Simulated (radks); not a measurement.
The gold anion Au-, [Hg], held by a Watson sphere: a shell of charge +1 at radius R that stands for the Madelung well of a crystal (potential energy -1/R inside, -1/r outside, in hartree with lengths in bohr). Method: scalar-relativistic Kohn-Sham, LDA (Slater exchange, Perdew-Wang correlation), spin-polarised, spherical densities, point nucleus; computed with a radial shooting solver on a logarithmic mesh with Libxc functionals. Response by self-consistent Sternheimer equations with the Hartree and adiabatic LDA kernel, the relativistic mass of each level held fixed and spin-orbit coupling left out. The sphere does not respond.

R (bohr)  e(5p) (eV)  e(5d) (eV)  e(6s) (eV)  <r> 6s (bohr)  sum of <r^2> (bohr^2)  X-ray form factor at sin(theta)/lambda = 0.3 1/angstrom  alpha (bohr^3)
2.84         -60.232      -7.448      -6.882          2.829                  70.05                                                   59.256           43.11
3.51         -59.444      -6.582      -6.198          2.937                  72.39                                                   59.273           51.16
4.15         -58.786      -5.883      -5.553          3.022                  74.15                                                   59.284           59.20
5.39         -57.752      -4.821      -4.505          3.134                  76.45                                                   59.292           73.67
5.42         -57.730      -4.799      -4.483          3.136                  76.49                                                   59.292           73.98
